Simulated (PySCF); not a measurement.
Al(H)3 cation (AlH3), SMILES [AlH3] (connectivity only; charge and spin as stated), charge +1, multiplicity 2. Atoms are numbered in the order given.

```xyz
4

Al     0.0000     0.0000     0.0811
H      0.0000     0.8792    -1.3423
H      0.0000    -0.8792    -1.3423
H      0.0000     0.0000     1.6306
```
Charge +1, spin multiplicity 2.

The structure is a stationary point at PBE0-D3(BJ)/def2-TZVPD. The spin state was assumed, not searched. The isomer is the one that the SMILES or the coordinates give; other isomers of the formula were not compared.

Calculation: B3LYP/def2-TZVPD in PySCF.

Mulliken values depend strongly on the basis, most of all with diffuse functions as here. ESP charges are fitted to the potential on shells at 1.4 to 2.0 van der Waals radii. Atomic charges (e):

| atom | ESP fit | meta-Löwdin | Mulliken | Mulliken spin |
|---|---|---|---|---|
| Al1 | 1.03 | 0.84 | 0.53 | 0.23 |
| H2 | 0.03 | 0.09 | 0.16 | 0.39 |
| H3 | 0.03 | 0.09 | 0.16 | 0.39 |
| H4 | -0.09 | -0.01 | 0.14 | -0.01 |
